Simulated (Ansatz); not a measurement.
Ansatz results at the PBE0-D4/def2-TZVP geometry: HOMO energy (PBE/def2-TZVPP) -5.57 eV; HOMO energy (ωB97M-V/def2-TZVPP) -8.66 eV; HOMO–LUMO gap (PBE/def2-TZVPP) 3.95 eV.

Each molecule was computed in one conformer, which needn't be the lowest.

Question: Which molecule gave them?
A. `O[SiH2]/C=C/[SeH]`
B. `FC(F)(F)CBr`
C. `[OH][AlH][SiH2]O`
D. `N[CH2][GeH2][OH]`

Answer: A. The others give `N[CH2][GeH2][OH]`: -5.50, -9.34, 4.97; `[OH][AlH][SiH2]O`: -5.93, -9.14, 3.73; `FC(F)(F)CBr`: -7.17, -10.80, 5.63.
